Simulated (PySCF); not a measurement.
C3H4ClFSi, SMILES C#C[Si@H](Cl)CF.

Geometry: PBE-D3(BJ)/def2-SVP. The structure was generated by enumeration; whether it is a known compound was not checked. Other conformers were not sampled.

Two levels are set side by side: PBE/def2-TZVP (PySCF) and M06-2X/def2-TZVP (PySCF). Same geometry, gas phase. Differences are taken from unrounded values.

```json
[
 {"quantity": "orbital gap (eV)", "M06-2X": "9.53"},
 {"quantity": "highest occupied level (eV)", "M06-2X": "-9.65"},
 {"quantity": "lowest empty level (eV)", "M06-2X": "-0.12"},
 {"quantity": "dipole moment (D)", "M06-2X": "0.73"},
 {"quantity": "mean polarisability (bohr³)", "M06-2X": "69.4"}
]
```

What does PBE give, and how far is it from M06-2X? (Estimate from the structure and the level; the computed values follow.)


| quantity | PBE | PBE minus M06-2X |
|---|---|---|
| orbital gap (eV) | 5.15 | -4.38 |
| highest occupied level (eV) | -7.08 | 2.57 |
| lowest empty level (eV) | -1.93 | -1.81 |
| dipole moment (D) | 0.74 | 0.00 |
| mean polarisability (bohr³) | 73.0 | 3.6 |

Without exact exchange PBE keeps part of each electron's self-repulsion, which lifts occupied levels and narrows the gap. Loosely held outer electrons make PBE densities more polarisable. Differences between two approximate levels are no errors against the true value.

Rough cost on one machine, each run with all the roots and properties that it gave: M06-2X against PBE about 3 times.
